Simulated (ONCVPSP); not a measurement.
**magnesium, ONCV: configuration errors across variants**

```
Element                 : Mg (Z = 12)
Generator               : ONCVPSP 4.0.1
Type                    : optimised norm-conserving Vanderbilt (ONCV)
Functional              : PBE
Relativity              : scalar-relativistic
Frozen core             : [He]
Valence charge          : 10
Reference configuration : 2s2 2p6 3s2
Partial waves           : 2s+3s: rc 1.45 bohr, ncon 4, nbas 7, qcut 6.8 1/bohr, 2 projectors; 2p: rc 1.20 bohr, ncon 4, nbas 7, qcut 13.6 1/bohr, 2 projectors, debl 1.4 Ha
Local potential         : polynomial inside 0.95 bohr (lpopt 5, dvloc0 -1 Ha)
Core correction         : polynomial model core, fcfact 0.45
```

In the p channel the program set the typed energies aside and used -1.713, 0.250 Ha.

All-electron excitation energies from the reference (eV): (1) 2s2 2p6 3s1 7.960; (2) 2s2 2p6 3s0 22.985; (3) 2s2 2p6 3s1.5 3.144; (4) 2s1 2p6 3s2 91.470.

2 further variants failed, have other tests or another functional or relativity, and are left out.

Errors AE − PS in meV (a dash: test not solved or not reliable):

| change | (1) | (2) | (3) | (4) | bound ghosts | GHOST(+) flags above zero |
| --- | --- | --- | --- | --- | --- | --- |
| base | -0.3 | -2.3 | -0.1 | -236 | none | none |
| all radii but the core radius scaled by about 0.82 (s 1.18, p 0.98 bohr); local potential polynomial inside 0.78 bohr (lpopt 5, dvloc0 -1 Ha) | -0.2 | -1.5 | -0.1 | -229 | none | none |
| s: qcut 7.2; p: qcut 14.4 | -0.3 | -2.2 | -0.1 | -256 | none | none |
| core correction polynomial model core, fcfact 0.88 | -0.3 | -2.3 | -0.1 | -237 | none | none |
| s: qcut 7.2 | -0.3 | -2.3 | -0.1 | -268 | none | none |
| core correction none | -0.3 | -1.6 | -0.1 | -189 | none | none |
| s: rc 1.2 | -0.3 | -1.9 | -0.1 | -299 | none | none |

Problem. Give the same row for: s: qcut 9.6.

Solution. -0.3, -2.2, -0.1, -354; bound ghosts: none; GHOST(+) flags above zero: none.
